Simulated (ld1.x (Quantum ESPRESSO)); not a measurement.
# iridium (Ir), PAW: configuration errors across variants

```json
{
  "Element": "Ir",
  "Generator": "ld1.x (Quantum ESPRESSO) 7.5",
  "Type": "PAW",
  "Functional": "PBEsol",
  "Relativity": "fully relativistic",
  "Frozen core": "[Xe] 4f14",
  "Valence charge": "9",
  "Reference configuration": "5d8 6s1 6p0",
  "Partial waves": "6s (bound): rcut 1.95, rcutus 2.45 bohr; 6s channel at 1.2 Ry: rcut 1.95, rcutus 2.45 bohr; 6p (bound, empty): rcut 3.65, rcutus 3.90 bohr; 6p channel at 0.55 Ry: rcut 3.65, rcutus 3.90 bohr; 5d (bound): rcut 1.85, rcutus 2.15 bohr; 5d channel at 1.6 Ry: rcut 1.85, rcutus 2.15 bohr",
  "Local potential": "all-electron potential smoothed inside 2.55 bohr (lloc = -1)",
  "Core correction": "Bessel-smoothed model core inside 1.90 bohr",
  "Augmentation charge": "BESSEL, radius 1.60 bohr"
}
```

Open shells are filled in proportion to 2j + 1 (rel_dist='average').

All-electron excitation energies from the reference (eV): (1) 5d7 6s2 6p0 0.333; (2) 5d7 6s1 6p0 10.270; (3) 5d7 6s0 6p0 27.770; (4) 5d7 6s0 6p1 16.741; (5) 5d5 6s0 6p0 101.927; (6) 5d6 6s2 6p0 12.571; (7) 5d6 6s2 6p1 7.476.

Tests that are not counted but printed errors over 1 eV. “waves 6p (bound): rcut 2.24, rcutus 2.38 bohr; 6p channel at 0.55 Ry: rcut 2.24, rcutus 2.38 bohr”: 5d7 6s0 6p1 (pseudo-atom not self-consistent, printed error -23.8 eV); 5d6 6s2 6p1 (solver errors, printed error -1.2 eV). “all radii but the core radius scaled by about 1.16 (s 2.84, p 4.52, d 2.50 bohr, rcut 2.26/4.24/2.14); local potential all-electron potential smoothed inside 2.96 bohr (lloc = -1); augmentation BESSEL, radius 1.86 bohr”: 5d5 6s0 6p0 (solver errors, printed error -206 eV).

3 further variants failed, have other tests or too few solved ones, and are left out.

Errors AE − PS in meV (a dash: test not solved or not reliable):

```csv
change,(1),(2),(3),(4),(5),(6),(7),bound ghosts
base,-20,-21,-35,-16,-714,-100,-50,not determined
"wave 6s channel at 1.2 Ry: rcut 1.95, rcutus 2.45 bohr becomes 6s channel at 0.28 Ry: rcut 1.95, rcutus 2.45 bohr",-19,-21,-35,-16,-714,-97,-44,not determined
local potential all-electron potential smoothed inside 2.05 bohr (lloc = -1),+129,+11,-33,-8.1,-719,–,–,not determined
"waves 6p (bound): rcut 2.24, rcutus 2.38 bohr; 6p channel at 0.55 Ry: rcut 2.24, rcutus 2.38 bohr",-20,-21,-35,–,-714,-100,–,not determined
"all radii but the core radius scaled by about 1.16 (s 2.84, p 4.52, d 2.50 bohr, rcut 2.26/4.24/2.14); local potential all-electron potential smoothed inside 2.96 bohr (lloc = -1); augmentation BESSEL, radius 1.86 bohr",-5.8,-17,-34,+27,–,-25,+121,not determined
local potential all-electron potential smoothed inside 3.70 bohr (lloc = -1),-5.0,-17,-35,-19,-722,-13,-23,not determined
```

**Question.** Give the same row for: core correction a·sin(br)/r model core, default radius (ld1.x builds one for every PAW set, though the input has nlcc=.false.).

**Answer.** -21, -21, -29, -18, -758, -107, -65; bound ghosts: not determined.
